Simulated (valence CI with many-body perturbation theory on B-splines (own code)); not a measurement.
# Hyperfine factors and g values of Ga¹⁸⁺

Calculated by valence CI with perturbative core correlation (CI+MBPT): three valence electrons over a frozen Dirac-Fock core [Ne], a basis of 11 s, 11 p, 9 d, 7 f, 5 g, 2 h, 1 i functions for each j, with the one-electron correlation potential Σ1, the two-electron term Σ2, the three-electron term Σ3, Breit, model QED; selected CI, second order for the rest (own B-spline code, finite nucleus).

No measured spectrum was set against this ion. As an estimate, levels of excited configurations hold to 0.05 to 0.15 % of their energy, terms of the ground configuration to about 0.5 %.

A/g_I is the dipole constant over the nuclear g factor μ/I (μ in nuclear magnetons, uniformly magnetised nucleus), B/Q the quadrupole constant per barn. Both hold the static response of the core; the bare values leave it out. Large factors of s and p1/2 electrons are usually good to 5 to 10 %; those of open d and f shells near neutrality can be off by tens of per cent, and small factors of p3/2, d and f electrons come from cancelling terms and can be off by a factor of two or in sign, in half-filled shells by more. B is blank for J = 1/2, where it vanishes, and for nearly pure S terms. Energies count from the lowest level.

Names give the largest LS component (configuration and term), which can be under half, so a name can repeat, a term be missing and a line seem to break the LS rules; names also repeat where a configuration has a term twice. Letters in brackets count levels of one name in rising energy.

| Level | E (eV) | g | A/g_I (MHz) | A/g_I bare | B/Q (MHz/b) | B/Q bare |
| --- | --- | --- | --- | --- | --- | --- |
| 3s2.3p 2P°_1/2 | 0.00 | 0.664 | 50400 | 48200 |  |  |
| 3s2.3p 2P°_3/2 | 5.78 | 1.333 | 9820 | 9710 | 17300 | 16700 |
| 3s.3p2 4P_1/2 | 38.90 | 2.639 | 102000 | 98500 |  |  |
| 3s.3p2 4P_3/2 | 41.59 | 1.726 | 42700 | 41300 | 14200 | 13600 |
| 3s.3p2 4P_5/2 | 44.20 | 1.568 | 45100 | 43500 | -14400 | -13900 |
| 3s.3p2 2D_3/2 | 52.77 | 0.815 | -7490 | -6880 | 21400 | 20700 |
| 3s.3p2 2D_5/2 | 53.97 | 1.230 | 41700 | 39900 | 28300 | 27300 |
| 3s.3p2 2S_1/2 | 62.17 | 1.395 | 76000 | 72500 |  |  |
| 3s.3p2 2P_1/2 | 68.04 | 1.299 | 109000 | 103000 |  |  |
| 3s.3p2 2P_3/2 | 69.46 | 1.319 | -10300 | -9070 | -17000 | -16400 |
| 3s2.3d 2D_3/2 | 80.00 | 0.801 | 1270 | 1600 | 5050 | 5090 |
| 3s2.3d 2D_5/2 | 80.75 | 1.199 | 7000 | 7050 | 7000 | 7070 |
| 3p3 2D°_3/2 | 99.10 | 1.042 | 4610 | 4700 | 10500 | 10100 |
| 3p3 2D°_5/2 | 101.15 | 1.198 | 19400 | 19000 | -5470 | -5210 |
| 3p3 4S°_3/2 | 102.21 | 1.735 | -3380 | -1840 | -3620 | -3480 |
| 3s.3p.3d 4F°_3/2 | 108.88 | 0.421 | -16300 | -15400 | 8130 | 8020 |
| 3s.3p.3d 4F°_5/2 | 110.11 | 1.036 | 15200 | 14800 | 5820 | 5810 |
| 3p3 2P°_1/2 | 111.25 | 0.664 | 43700 | 41400 |  |  |
| 3s.3p.3d 4F°_7/2 | 111.97 | 1.243 | 23100 | 22500 | 8460 | 8430 |
| 3p3 2P°_3/2 | 113.14 | 1.339 | 6190 | 6620 | -7950 | -7660 |
| 3s.3p.3d 4F°_9/2 | 114.80 | 1.333 | 23000 | 22400 | 21100 | 20700 |
| 3s.3p.3d 4P°_5/2 | 116.85 | 1.488 | 26800 | 26100 | 7030 | 7020 |
| 3s.3p.3d 4D°_3/2 | 117.36 | 1.360 | 16600 | 16500 | 4410 | 4300 |
| 3s.3p.3d 4D°_1/2 | 117.59 | 0.252 | -52000 | -49300 |  |  |
| 3s.3p.3d 4D°_7/2 | 120.76 | 1.419 | 27700 | 27000 | -9980 | -9480 |
| 3s.3p.3d 4D°_5/2 | 120.92 | 1.396 | 27300 | 26600 | -6860 | -6700 |
| 3s.3p.3d 4P°_1/2 | 121.07 | 2.419 | 89600 | 86200 |  |  |
| 3s.3p.3d 4P°_3/2 | 121.08 | 1.509 | 31500 | 30700 | -5260 | -5240 |
| 3s.3p.3d 2D°_3/2 [a] | 122.86 | 0.859 | -15000 | -14000 | -8330 | -7930 |
| 3s.3p.3d 2D°_5/2 [a] | 123.08 | 1.223 | 29900 | 28800 | -8980 | -8490 |
| 3s.3p.3d 2F°_5/2 [a] | 125.98 | 0.910 | 16200 | 15600 | 14700 | 14400 |
| 3s.3p.3d 2F°_7/2 [a] | 130.32 | 1.142 | 2330 | 2650 | 21000 | 20600 |
| 3s.3p.3d 2P°_3/2 [a] | 135.94 | 1.237 | 15200 | 14900 | 3570 | 3580 |
| 3s.3p.3d 2P°_1/2 [a] | 138.77 | 0.662 | -46100 | -43600 |  |  |
| 3s.3p.3d 2F°_7/2 [b] | 138.79 | 1.145 | 23300 | 22500 | 20600 | 20200 |
| 3s.3p.3d 2F°_5/2 [b] | 139.46 | 0.868 | -10400 | -9570 | 17700 | 17400 |
| 3s.3p.3d 2P°_1/2 [b] | 142.15 | 0.661 | 11000 | 10700 |  |  |
| 3s.3p.3d 2D°_3/2 [b] | 142.63 | 1.013 | 28300 | 27000 | -3020 | -2750 |
| 3s.3p.3d 2D°_5/2 [b] | 143.28 | 1.185 | -6050 | -5190 | -12300 | -11700 |
| 3s.3p.3d 2P°_3/2 [b] | 143.36 | 1.208 | 1920 | 2450 | -6180 | -5930 |

Take the isotope of mass number 69, with I = 3/2, μ = 2.01502 μN and Q = 0.171 b. What is the hyperfine structure of 3s.3p2 2D_5/2?

From the table A = 56000 MHz, B = 4840 MHz. Shifts from the centre of gravity in MHz: F = 1: -291000, F = 2: -182000, F = 3: -16700, F = 4: 211000.
